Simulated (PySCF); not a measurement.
A survey of ¹⁵N NMR shifts

PySCF calculation with structure optimised with GFN2-xTB and GIAO PBE0/pcSseg-1 shieldings; one conformer, gas phase, no relativistic terms, one averaged value for each set of equivalent atoms.

Shieldings were converted by a linear fit to measured shifts: ¹⁵N: δ = -148.07 − 0.921σ (rms 6.3 ppm, 71 shifts vs CH3NO2, solution or neat liquid). Occasional misses reach two or three times the rms, and more in compound classes unlike the fitted ones.

Problem. Give the ¹⁵N shifts of `Nc1cccc(Cl)c1`, `CN[SiH2][SiH2]n1cncc1F`.

Solution. 
```csv
compound,environment,δ (ppm)
Nc1cccc(Cl)c1,aniline-type nitrogen,-323.9
[CH3:1][NH:2][SiH2:3][SiH2:4][n:5]1[cH:6][n:7][cH:8][c:9]1[F:10],N7: pyridine-type nitrogen of an azole,-108.8
[CH3:1][NH:2][SiH2:3][SiH2:4][n:5]1[cH:6][n:7][cH:8][c:9]1[F:10],N5: pyrrole-type ring nitrogen,-241.9
[CH3:1][NH:2][SiH2:3][SiH2:4][n:5]1[cH:6][n:7][cH:8][c:9]1[F:10],"N2: nitrogen bonded to C, Si, H",-388.4
```

Problem. Order these by ¹⁵N shift, lowest first.
A. FC(F)=C(F)c1nccs1
B. C#CC[C@](C)(CF)CC#N
C. Nc1ccccc1Cl

Solution. C (-324.8 ppm, aniline-type nitrogen), B (-115.8 ppm, nitrile nitrogen), A (-75.0 ppm, pyridine-type nitrogen of an azole).
